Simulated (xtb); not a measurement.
AlI3 (SMILES [I][Al]([I])[I]), singlet, geometry from GFN2-xTB (such geometries of metal compounds can be far from the true shape); GFN2-xTB (xtb).

Input for xtb:
```
$ xtb mol.xyz --gfn 2 --ohess --json

# file mol.xyz
4

Al    -0.00000000    -0.00000000    -0.00000000
I     -2.05711704    -1.44131268    -0.05276184
I      0.00659413     2.22306763    -1.17039456
I      2.05052292    -0.78175495     1.22315640
```

What the program printed (banner, timings and long lists left out):

```
   ID    Z sym.   atoms
    1   13 Al     1
    2   53 I      2-4

           -------------------------------------------------
          |                Calculation Setup                |
           -------------------------------------------------

           -------------------------------------------------
          |                 G F N 2 - x T B                 |
           -------------------------------------------------

          ...................................................
          :                      SETUP                      :
          :.................................................:
          :  # basis functions                  40          :
          :  # atomic orbitals                  36          :
          :  # shells                           12          :
          :  # electrons                        24          :
          :  max. iterations                   250          :
          :  Hamiltonian                  GFN2-xTB          :
          :  restarted?                      false          :
          :  GBSA solvation                  false          :
          :  PC potential                    false          :
          :  electronic temp.          300.0000000     K    :
          :  accuracy                    1.0000000          :
          :  -> integral cutoff          0.2500000E+02      :
          :  -> integral neglect         0.1000000E-07      :
          :  -> SCF convergence          0.1000000E-05 Eh   :
          :  -> wf. convergence          0.1000000E-03 e    :
          :  Broyden damping             0.4000000          :
          :  net charge                          0          :
          :  unpaired electrons                  0          :
          ...................................................

 iter      E             dE          RMSdq      gap      omega  full diag
   1    -12.6769692 -0.126770E+02  0.205E+01    4.44       0.0  T
   2    -12.7167649 -0.397956E-01  0.156E+01    3.70       1.0  T
   3    -12.6369904  0.797745E-01  0.111E+01    4.86       1.0  T
   4    -12.7298881 -0.928977E-01  0.387E+00    3.79       1.0  T
   5    -12.7299421 -0.540439E-04  0.466E+00    4.11       1.0  T
   6    -12.7339385 -0.399639E-02  0.573E-01    3.96       1.0  T
   7    -12.7339006  0.379201E-04  0.357E-01    4.04       1.0  T
   8    -12.7340503 -0.149702E-03  0.683E-02    4.01       1.0  T
   9    -12.7340131  0.372219E-04  0.166E-01    4.02       1.0  T
[...]
         :: total energy             -12.693285114894 Eh    ::
 * total energy  :   -12.6932851 Eh     change       -0.1224489E-08 Eh
   *** GEOMETRY OPTIMIZATION CONVERGED AFTER 1 ITERATIONS ***
         :: total energy             -12.693285116118 Eh    ::
[...]

    mode    ω/cm⁻¹     T·S(HO)/kcal·mol⁻¹    T·S(FR)/kcal·mol⁻¹   T·S(vib)
   ------------------------------------------------------------------------
       1     57.77    -1.35124 ( 64.05%)    -1.01373 ( 35.95%)    -1.22990
       2     57.77    -1.35119 ( 64.06%)    -1.01370 ( 35.94%)    -1.22989
       3    152.19    -0.78850 ( 98.85%)    -0.72678 (  1.15%)    -0.78779
       4    186.17    -0.67550 ( 99.48%)    -0.66708 (  0.52%)    -0.67545
   ------------------------------------------------------------------------

   temp. (K)  partition function   enthalpy   heat capacity  entropy
                                   cal/mol     cal/K/mol   cal/K/mol   J/K/mol
 298.15  VIB   65.4                 2064.731      9.434     14.416
         ROT  0.750E+06              888.752      2.981     29.864
         INT  0.490E+08             2953.483     12.415     44.280
         TR   0.796E+28             1481.254      4.968     43.887
         TOT                        4434.7369    17.3834    88.1667   368.8893

       T/K    H(0)-H(T)+PV         H(T)/Eh          T*S/Eh         G(T)/Eh
   ------------------------------------------------------------------------
    298.15    0.706720E-02    0.104345E-01    0.418908E-01   -0.314563E-01
   ------------------------------------------------------------------------

         :::::::::::::::::::::::::::::::::::::::::::::::::::::
         ::                  THERMODYNAMIC                  ::
         :::::::::::::::::::::::::::::::::::::::::::::::::::::
         :: total free energy         -12.724741455028 Eh   ::
         ::.................................................::
         :: total energy              -12.693285116118 Eh   ::
         :: zero point energy           0.003367284574 Eh   ::
         :: G(RRHO) w/o ZPVE           -0.034823623484 Eh   ::
         :: G(RRHO) contrib.           -0.031456338909 Eh   ::
         :::::::::::::::::::::::::::::::::::::::::::::::::::::

optimized geometry written to: xtbopt.xyz

           -------------------------------------------------
          | TOTAL ENERGY              -12.693285116118 Eh   |
          | TOTAL ENTHALPY            -12.682850628491 Eh   |
          | TOTAL FREE ENERGY         -12.724741455028 Eh   |
          | GRADIENT NORM               0.000029256628 Eh/α |
          | HOMO-LUMO GAP               4.004863885466 eV   |
           -------------------------------------------------

normal termination of xtb
```
